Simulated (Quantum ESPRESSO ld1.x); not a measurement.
All-electron atom: neutral lanthanum in [Xe] 5d1 6s2 (the NIST ground configuration). All-electron calculation, scalar-relativistic Kohn-Sham, LDA (Slater exchange, Perdew-Zunger correlation), spin-polarised, spherical densities, point nucleus; open shells are filled with parallel spins first. Program: ld1.x of Quantum ESPRESSO 7.5.

Normalised radial functions P(r) = r R(r), r in bohr:

r           5s up    5p up  5p down
0.001025   0.0342   0.0007   0.0007
0.0014     0.0443   0.0012   0.0012
0.001898   0.0567   0.0020   0.0020
0.002593   0.0720   0.0034   0.0034
0.003514   0.0895   0.0058   0.0058
0.0048     0.1092   0.0099   0.0099
0.006506   0.1281   0.0165   0.0166
0.008888   0.1434   0.0277   0.0278
0.01205    0.1479   0.0448   0.0450
0.01646    0.1325   0.0711   0.0714
0.0223     0.0877   0.1065   0.1070
0.03023    0.0074   0.1494   0.1501
0.04129   -0.1039   0.1907   0.1916
0.05596   -0.2056   0.2054   0.2063
0.07646   -0.2347   0.1593   0.1601
0.1036    -0.1226   0.0298   0.0299
0.1416     0.1255  -0.1631  -0.1639
0.1918     0.3332  -0.2951  -0.2964
0.2621     0.2570  -0.2120  -0.2130
0.3552    -0.1442   0.1078   0.1084
0.4853    -0.5046   0.4226   0.4245
0.6577    -0.3230   0.3521   0.3534
0.8985     0.3544  -0.1576  -0.1589
1.218      0.8882  -0.6927  -0.6959
1.664      0.8742  -0.8606  -0.8619
2.255      0.4996  -0.6317  -0.6295
3.08       0.1656  -0.2929  -0.2903
4.174      0.0316  -0.0871  -0.0864
5.703      0.0027  -0.0141  -0.0141
7.729      0.0001  -0.0011  -0.0012
10.56      0.0000  0.0000  0.0000
14.31      0.0000  0.0000  0.0000

5s up: eigenvalue -39.167 eV, 4 radial nodes at r = 0.0309, 0.122, 0.323, 0.773 bohr, <r> = 1.56 bohr, 90 % of the charge inside 2.24 bohr. 5p up: eigenvalue -22.615 eV, 3 radial nodes at r = 0.109, 0.325, 0.829 bohr, <r> = 1.81 bohr, 90 % of the charge inside 2.64 bohr. 5p down: eigenvalue -22.282 eV, 3 radial nodes at r = 0.109, 0.325, 0.828 bohr, <r> = 1.80 bohr, 90 % of the charge inside 2.63 bohr.
